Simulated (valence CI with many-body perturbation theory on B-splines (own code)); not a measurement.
## Er28+ in brief

Level of theory: relativistic CI+MBPT: four valence electrons over a frozen Dirac-Fock core [Kr], a basis of 9 s, 9 p, 10 d, 8 f, 5 g, 3 h, 1 i functions for each j, with the one-electron correlation potential Σ1 (screened to all orders), the two-electron term Σ2, the three-electron term Σ3, Breit, model QED; selected single and double excitations, second order for the rest (own B-spline code, finite nucleus).

The last digits are not significant, and no measured levels were compared; by estimate large intervals hold to a few tenths of a per cent, small ones and those within an open d or f shell to about a per cent. Only levels of the ground parity were solved; by the run's estimate the other parity begins above the list, which can be wrong where configurations are misplaced.

Levels are named by their leading jj configuration (3d3/2^4 stands for four electrons in 3d with j = 3/2), which in mixed levels can hold well under half, so a name can repeat and another be missing.

Rates and lifetimes use the calculated energies. Strong lines usually hold to 10 to 20 %, long lifetimes can be off by a factor of two.

Task: What is the ground level?

Result: (4d3/2^4) J=0, composition 55 % 4d4 3P + 35 % 4d4 5D + 10 % 4d4 1S.

Task: What is the ionisation energy?

Result: 1047.8 eV; NIST lists 1046 ± 4 eV (theoretical).

Task: How well does LS coupling describe the low levels?

Result: Among the lowest 20 levels the leading LS term, summed over configurations, holds 48 % on average. For single configurations the figures are 48 % in LS and 86 % in jj coupling. Terms mix most in the J = 2 level at 20.476 eV, where the leading one holds 30 %.
